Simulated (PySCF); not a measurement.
C6H12O.
Structure used (PBE0-D3(BJ)/def2-SVP), in Å, numbered top down from 1:
```xyz
19
C6H12O angstrom
O      2.5083   -1.0945   -0.2825
C      1.7566    0.0714   -0.4860
C      0.4555    0.0921    0.2969
C     -0.4639   -1.1020    0.0212
C     -1.8366   -0.5981    0.4500
C     -1.8675    0.8295   -0.1000
C     -0.4159    1.3388    0.0190
H      2.7037   -1.1583    0.6582
H      1.5278    0.1077   -1.5649
H      2.3440    0.9852   -0.2580
H      0.7114    0.0793    1.3743
H     -0.4653   -1.3215   -1.0617
H     -0.1399   -2.0205    0.5311
H     -2.6685   -1.2209    0.0870
H     -1.8996   -0.5837    1.5520
H     -2.5904    1.4759    0.4197
H     -2.1718    0.8049   -1.1588
H     -0.3086    2.0810    0.8241
H     -0.0957    1.8433   -0.9076
```

Linear response at PBE0/def2-SVPD (PySCF, frozen core in the response, non-relativistic).

Static isotropic polarisability: 74.91 au (11.10 Å³), principal values 66.7, 75.0, 83.0 au.

Task: What is the polarisability at 1064 nm and at the sodium D line?

Result: 75.39 au at 1064 nm (+0.6 %), 76.51 au at 589.3 nm (+2.1 %). The rise at 589.3 nm is 3.33 times that at 1064 nm; a pure ω² law gives 3.26. The lowest singlet lies at 180 nm, shorter than both wavelengths.

Task: What is the isotropic C6 coefficient between two such molecules, C6 = (3/π)∫α(iω)² dω?

Result: 2561 au (Eh·bohr⁶) by a ten-point quadrature over imaginary frequencies, which is 1530 eV·Å⁶ or 148 J·nm⁶/mol.

Task: Which effective excitation energy ω̄ makes London's formula C6 = (3/4)α²ω̄ exact here?

Result: ω̄ = 4·C6/(3α²) = 0.609 Eh = 16.6 eV. A one-pole form α(ω) = α/(1 − ω²/ω̄²) fitted to the 1064 nm value gives 14.6 eV. London's choice of the ionisation energy (9.93 eV, ΔSCF at the same level) gives C6 = 1540 au, 40 % too low.

Task: What does −C6/R⁶ come to at R = 10 Å between centres?

Result: -150 J/mol. This is the leading, orientation-averaged term; C8 and higher terms are left out.

Task: What three-body coefficient follows from the one-pole estimate C9 = (3/4)·α·C6?

Result: 144000 au. This is an estimate from the two numbers above, not a computed integral.

Task: How many electrons N does the Slater–Kirkwood formula C6 = (3/4)·√N·α^(3/2) need to give this C6?

Result: N = (4·C6/3)²/α³ = 27.7; the species has 56 electrons in all.

Task: The lowest 6 singlets have (eV, f): 6.88, 0.004; 7.71, 0.007; 7.93, 0.005; 8.06, 0.012; 8.12, 0.041; 8.38, 0.011. What share of the static polarisability do they carry in the sum over states α = Σ f/ω²?

Result: 0.93 au, 1.2 % of α; the largest term, 0.46 au, is that of the state at 8.12 eV. Their oscillator strengths add up to 0.08. Higher states carry the rest.

Task: What molar refraction at the D line follows from R = (4π/3)·N_A·α′, with α′ the polarisability volume?

Result: α′ = 11.34 Å³ gives R = 28.60 cm³/mol, for isolated, non-vibrating species.

Task: What n − 1 at the D line would an ideal gas of it have at 273.15 K and 1 atm (2.6868 × 10¹⁹ cm⁻³), by n − 1 = 2π·N·α′?

Result: 19.14 × 10⁻⁴, a formal value whether or not that pressure can be reached.

One conformer stands for the species.
